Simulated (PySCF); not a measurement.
Give a PBE0-D3(BJ)/def2-SVP geometry of InChI=1S/C5H14BNO/c1-7(2)4-3-5(8)6-7/h5,8H,3-4,6H2,1-2H3/t5-/m1/s1.

```xyz
22
C5H14BNO angstrom
C     -1.642   -1.065   -0.248
N     -0.712    0.056   -0.048
C     -1.476    1.295    0.145
B      0.304   -0.266    1.259
C      1.753   -0.250    0.543
O      2.315    1.064    0.478
C      1.434   -0.655   -0.890
C      0.211    0.174   -1.221
H     -1.074   -1.980   -0.448
H     -2.227   -1.219    0.668
H     -2.318   -0.856   -1.094
H     -0.780    2.121    0.333
H     -2.085    1.517   -0.747
H     -2.133    1.185    1.018
H     -0.039   -1.356    1.698
H      0.143    0.636    2.078
H      2.482   -0.952    0.991
H      2.063    1.494    1.301
H      1.218   -1.735   -0.944
H      2.256   -0.441   -1.593
H      0.520    1.226   -1.285
H     -0.319   -0.100   -2.147
```

Orientation and origin are arbitrary. Atoms count from 1 in this order. N2 (nitrogen bonded to B and 3 C) is distorted tetrahedral (angles from 104.6° to 111.9°). The C–N distances run from 1.469 Å (N2–C3, drawn single) to 1.497 Å (N2–C8, drawn single), a spread of 0.028 Å. The 5-membered ring N2–B4–C5–C7–C8 has internal angles of 101.2° to 106.5°; it is puckered, 0.20 Å rms from its mean plane, widest ring torsion 46°. B4 (four-coordinate boron) is distorted tetrahedral (angles from 101.2° to 114.8°).

Bonds between heavy atoms (Å): C1–N2 1.471, N2–C3 1.469, N2–B4 1.686, B4–C5 1.617, C5–O6 1.430, C5–C7 1.524, C7–C8 1.515, N2–C8 1.497.

Computed, not measured: PBE0-D3(BJ)/def2-SVP geometry optimisation, gas phase in PySCF.

Point group: C1 (no symmetry element, even within 0.4 Å). Stationary, but not proved a minimum. The numbers are those of one conformer (B4–C5–O6–H 37°, C1–N2–B4–C5 119°, N2–B4–C5–O6 87°, B4–C5–C7–C8 45°, C5–C7–C8–N2 -46°).
